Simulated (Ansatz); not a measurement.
H$_{6}$AgN$_{2}$ (SMILES [NH3]->[Ag+]<-[NH3]), charge +1, singlet, geometry from GFN2-xTB (such geometries of metal compounds can be far from the true shape) (core potentials on Ag); HF/def2-SVP run with Ansatz (a first-principles code).

Input for Ansatz:
Ansatz 0.2 input:
```yaml
crystal:
  periodic: [false, false, false]
  atoms:
    - {symbol: Ag, position_ang: [-0.00000000, -0.00000000, 0.00000000]}
    - {symbol: N, position_ang: [-1.24067725, -0.67082294, 1.77286030]}
    - {symbol: H, position_ang: [-1.65718678, 0.11188149, 2.27566513]}
    - {symbol: H, position_ang: [-0.69325101, -1.19150804, 2.45706103]}
    - {symbol: H, position_ang: [-2.01203145, -1.27912100, 1.50100505]}
    - {symbol: N, position_ang: [1.24067725, 0.67082294, -1.77286030]}
    - {symbol: H, position_ang: [0.99615131, 1.60911881, -2.08706888]}
    - {symbol: H, position_ang: [1.12783478, 0.06007285, -2.58104964]}
    - {symbol: H, position_ang: [2.23848315, 0.68955590, -1.56561269]}
basis:
  gaussian:
    orbitals: def2-SVP
hamiltonian:
  xc: hf
total_charge: 1
```

What the program printed (banner, timings and long lists left out):

```
Functional definition: HF
1172 factors; their error is unknown
mean field evaluation 1: about -7020.4909 eV, gradient 5.5e1 eV
mean field evaluation 2: about -7025.4024 eV, gradient 3.1e1 eV
mean field evaluation 4: about -7027.2201 eV, gradient 9.1e-1 eV
mean field evaluation 8: about -7027.6934 eV, gradient 2.5e-1 eV
mean field -7027.69356726 eV, -258.2629750551 hartree, gradient 8.5e-6 eV, S^2 0.000000; 0 other end points of the search recorded, 0 dependent functions left out
reference -7027.69356726 eV, -258.2629750551 hartree; 19, 19 occupied and 70, 70 virtual orbitals, 1172 factors
Total energy: -7027.69356726 eV, -258.2629750551 hartree
```
